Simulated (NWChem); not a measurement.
Sr

Program: NWChem. def2 effective core potentials on Sr; no spin-orbit coupling. Static field.

### Question
What does the run give for BHandHLYP/def2-SVPD? Quantities: isotropic polarisability (bohr³); anisotropy (bohr³).

### Answer
```yaml
isotropic polarisability (bohr³): 193.2
anisotropy (bohr³): 0.0
```
